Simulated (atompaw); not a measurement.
## Which change was made? (Sn, PAW (atompaw))

atompaw 4.2.0.5 input, output lines left out:

```
Sn 50
GGA-PBE scalarrelativistic loggrid 1500 logderivrange -4 5 226
5 5 4 0 0 0
5 0 1.75
5 1 2.25
0 0 0
c
c
c
c
v
c
c
c
v
c
v
2
2.80 2.30 2.80 1.90
y
1.3
n
y
0.5
n
y
-1.35
n
custom rrkj vanderbiltortho sinc
bessel
2.80
2.80
2.80
2.80
2.80
2.80
```

Cutoffs, loose and tight: the cutoffs (Ry, on a coarse ladder) from which the occupation-weighted sum of valence levels, in a spherical-Bessel basis at the reference potential, stays within 10 and 1 mRy of its value at 400 Ry. They see the waves, projectors and local potential, not the compensation charge or the core.

The base gives: outcome: generated; cutoff, loose: 12 Ry; cutoff, tight: 18 Ry; bound ghosts: none.

Problem. After one change the result is: outcome: generated; cutoff, loose: 8 Ry; cutoff, tight: 10 Ry; bound ghosts: none. Which change was it?
A. all radii scaled by about 1.24 (s 3.46, p 3.46, d 3.46 bohr); local potential bessel scheme, radius 3.46 bohr; augmentation sinc compensation charge, radius 2.84 bohr; PAW radius 3.46 bohr; waves and projectors: custom rrkj vanderbiltortho; core correction smooth core density matched at 2.34 bohr
B. all radii scaled by about 1.11 (s 3.12, p 3.12, d 3.12 bohr); local potential bessel scheme, radius 3.12 bohr; augmentation sinc compensation charge, radius 2.56 bohr; PAW radius 3.12 bohr; waves and projectors: custom rrkj vanderbiltortho; core correction smooth core density matched at 2.12 bohr
C. all radii scaled by about 0.89 (s 2.48, p 2.48, d 2.48 bohr); local potential bessel scheme, radius 2.48 bohr; augmentation sinc compensation charge, radius 2.04 bohr; PAW radius 2.48 bohr; waves and projectors: custom rrkj vanderbiltortho; core correction smooth core density matched at 1.68 bohr
D. all radii scaled by about 0.80 (s 2.24, p 2.24, d 2.24 bohr); local potential bessel scheme, radius 2.24 bohr; augmentation sinc compensation charge, radius 1.84 bohr; PAW radius 2.24 bohr; waves and projectors: custom rrkj vanderbiltortho; core correction smooth core density matched at 1.52 bohr

Solution. A. The others give: all radii scaled by about 1.11 (s 3.12, p 3.12, d 3.12 bohr); local potential bessel scheme, radius 3.12 bohr; augmentation sinc compensation charge, radius 2.56 bohr; PAW radius 3.12 bohr; waves and projectors: custom rrkj vanderbiltortho; core correction smooth core density matched at 2.12 bohr → outcome: generated; cutoff, loose: 10 Ry; cutoff, tight: 12 Ry; bound ghosts: none | all radii scaled by about 0.89 (s 2.48, p 2.48, d 2.48 bohr); local potential bessel scheme, radius 2.48 bohr; augmentation sinc compensation charge, radius 2.04 bohr; PAW radius 2.48 bohr; waves and projectors: custom rrkj vanderbiltortho; core correction smooth core density matched at 1.68 bohr → outcome: generated; cutoff, loose: 18 Ry; cutoff, tight: 30 Ry; bound ghosts: none | all radii scaled by about 0.80 (s 2.24, p 2.24, d 2.24 bohr); local potential bessel scheme, radius 2.24 bohr; augmentation sinc compensation charge, radius 1.84 bohr; PAW radius 2.24 bohr; waves and projectors: custom rrkj vanderbiltortho; core correction smooth core density matched at 1.52 bohr → outcome: generated; cutoff, loose: 21 Ry; cutoff, tight: 35 Ry; bound ghosts: none.
